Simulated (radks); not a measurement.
Initial-state core-level shifts of the praseodymium ion Pr3+ when its valence configuration changes from [Xe] 4f2. Method: Dirac Kohn-Sham, LDA (Slater exchange, Perdew-Wang correlation), spin-unpolarised, spherical densities, finite nucleus; open shells are shared between the two j in proportion to 2j + 1; Fermi nuclear charge, rms radius 4.8919 fm; computed with a radial shooting solver on a logarithmic mesh with Libxc functionals. Shifts are changes of the shell-averaged eigenvalues in eV (positive: less bound); the change of the density at the nucleus, which sets a Mossbauer isomer shift, is in e/bohr^3, on a base of 4.152e+05.

valence               2p       3s       4p       5s  density at nucleus
4f1.5 6p0.5       -6.156   -6.810   -6.223   -3.725              +16.03
4f0.5 5d1 6p0.5  -15.109  -17.335  -15.306   -7.565              +45.12
4f0.5 5d1.5      -12.926  -15.180  -13.206   -5.673              +41.79
4f0.5 6s1 6p0.5  -18.558  -20.705  -18.556  -10.398              +96.74
4f1 6s1          -11.680  -13.047  -11.750   -6.560              +75.37
4f1 5d1           -8.375   -9.815   -8.611   -3.767              +26.84
6p2              -26.706  -29.700  -26.549  -15.151              +72.63
5d2              -17.685  -20.810  -17.953   -7.575              +57.63
4f1.5 6s0.5       -5.648   -6.299   -5.715   -3.242              +35.95
